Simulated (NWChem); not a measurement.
C$_{2}$H$_{4}$BCl; SMILES C=CBCl

```xyz
8

B     -0.5345     0.0316    -0.0014
H     -1.7330    -0.1100    -0.0025
Cl     0.0776     1.6758     0.0005
C      0.4236    -1.1727    -0.0014
C     -0.0661    -2.4251     0.0012
H      1.5108    -1.0300    -0.0027
H      0.5767    -3.3125     0.0022
H     -1.1465    -2.6080     0.0026
```
Atoms are numbered in this order, from 1.

The geometry was optimised at PBE0/def2-SVP. B3LYP is NWChem's, with the RPA form of VWN correlation.

Question: List the 6 lowest vertical singlet excitations from B3LYP/def2-SVPD, full TDDFT (NWChem).

Answer: 
| state | energy (eV) | oscillator strength | leading excitation (squared amplitude) |
|---|---|---|---|
| S1 | 4.70 | 0.001 | HOMO → LUMO (0.99) |
| S2 | 5.83 | 0.421 | HOMO−1 → LUMO (0.95) |
| S3 | 6.30 | 0.000 | HOMO−3 → LUMO (0.99) |
| S4 | 6.76 | 0.000 | HOMO−4 → LUMO (0.99) |
| S5 | 6.83 | 0.012 | HOMO−2 → LUMO (0.95) |
| S6 | 7.64 | 0.000 | HOMO → LUMO+2 (0.97) |
